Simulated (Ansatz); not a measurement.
Born–Oppenheimer molecular dynamics of C2H4AlN (8 atoms, charge 0, multiplicity 1). It starts from a relaxed structure.

The calculation used Ansatz 0.2.0, UKS B3LYP-D4/6-31G.

- ensemble: NVE (velocity Verlet)
- time step: 1 fs
- steps asked: 166
- starting velocities drawn for: 1500 K
- seed: 163283

First frame:

```xyz
8
Properties=species:S:1:pos:R:3
C -1.108 0.587 -0.519
N -0.072 1.240 -0.072
C 0.971 0.254 0.430
Al -0.329 -1.218 -0.110
H -1.959 1.132 -0.920
H 1.181 0.433 1.489
H 1.908 0.381 -0.120
H -0.591 -2.809 -0.178
```

Task: How far do the bonds stretch over the last three quarters of this one trajectory? (Pairs bonded in most of those frames.)

Result: 
```
  bond  mean (Å)  spread (Å)  shortest  longest
 C1–N2     1.309       0.037      1.25     1.38
C1–Al4     2.029       0.108      1.87     2.18
 C1–H5     1.098       0.050      1.01     1.18
 N2–C3     1.514       0.041      1.40     1.59
C3–Al4     2.045       0.027      1.99     2.09
 C3–H6     1.102       0.049      1.02     1.18
 C3–H7     1.095       0.018      1.06     1.13
Al4–H8     1.669       0.138      1.44     1.87
```

Pairs bonded in part of these frames only: N2–Al4 25 %.

Mean temperature of the second half: 739 K. The conserved energy stayed within 3.1 meV per atom of its start (net change 2.2 meV per atom), so the integration is sound. Over the second half the temperature averaged 0.49 of the 1500 K drawn at the start: a run that starts near a minimum puts about half its kinetic energy into the potential. A run of 0.17 ps of so small a system gives no equilibrium averages. Limits of this set-up: no polarisation functions.

Time of the run: 8.4 min on 1 thread of Arm Neoverse V1, on a shared host, peak memory 0.14 GiB.
